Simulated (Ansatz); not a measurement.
`[H]/C=C/c1ccc(/C=C/c2cccs2)s1` with charge -1, relaxed as a doublet with UKS r2SCAN-D4/def2-SVP in Ansatz, starting from the r2SCAN-D4/def2-SVP geometry of the neutral singlet. Force threshold 0.03 eV/Å.

The highest occupied level of the relaxed charge -1 doublet lies above zero (up to 0.87 eV). By energy differences its removal costs 0.78 eV (each at its own geometry, to the charge 0 singlet, at PBE0-D4/def2-SVP). The relaxation made no stability test and no search for a lower SCF solution.

Start:

Cartesian coordinates in Å:
```
H 4.217 -4.179 3.308
C 3.662 -3.723 2.485
C 2.831 -2.685 2.705
C 2.043 -2.001 1.700
C 1.941 -2.223 0.329
C 1.060 -1.341 -0.323
C 0.461 -0.415 0.532
C -0.482 0.637 0.261
C -0.994 0.941 -0.965
C -1.936 1.984 -1.259
C -2.464 2.306 -2.506
C -3.375 3.392 -2.471
C -3.544 3.899 -1.202
S -2.591 3.054 -0.041
S 1.020 -0.672 2.161
H 3.811 -4.147 1.487
H 2.726 -2.307 3.730
H 2.497 -3.012 -0.181
H 0.859 -1.371 -1.396
H -0.804 1.232 1.124
H -0.681 0.355 -1.837
H -2.189 1.761 -3.411
H -3.890 3.789 -3.348
H -4.179 4.726 -0.882
```

Question: Estimate the energy that the relaxation releases and the steps that it takes.

Answer: 0.12 eV, in 5 steps; 24 s on 4 threads of Intel Xeon 6975P-C on a shared host. No frequencies were taken in this run, so the end may be a saddle point.

Question: Does the start keep its bonding and symmetry?

Answer: By distances, no bond broke or formed. The bond that changes most is C8–C9, from 1.36 to 1.40 Å (atoms count from 1). Point group Cs at the start, Cs at the end, both within 0.05 Å.

Question: Predict the relaxed structure.

Answer: 
```xyz
24

H     4.247   -4.209    3.327
C     3.698   -3.766    2.492
C     2.850   -2.711    2.694
C     2.062   -2.016    1.729
C     1.936   -2.212    0.342
C     1.062   -1.335   -0.299
C     0.444   -0.390    0.556
C    -0.482    0.636    0.269
C    -1.005    0.947   -0.987
C    -1.933    1.973   -1.287
C    -2.485    2.322   -2.535
C    -3.390    3.407   -2.483
C    -3.564    3.924   -1.213
S    -2.593    3.057   -0.050
S     1.022   -0.665    2.205
H     3.858   -4.201    1.500
H     2.753   -2.340    3.725
H     2.491   -2.999   -0.178
H     0.857   -1.360   -1.373
H    -0.819    1.243    1.120
H    -0.685    0.355   -1.853
H    -2.219    1.785   -3.449
H    -3.908    3.806   -3.360
H    -4.196    4.751   -0.891
```
Bond lengths: 11 × C–C 1.37 to 1.43 Å; 4 × C–S 1.75 to 1.77 Å; 10 × C–H 1.09 to 1.10 Å.
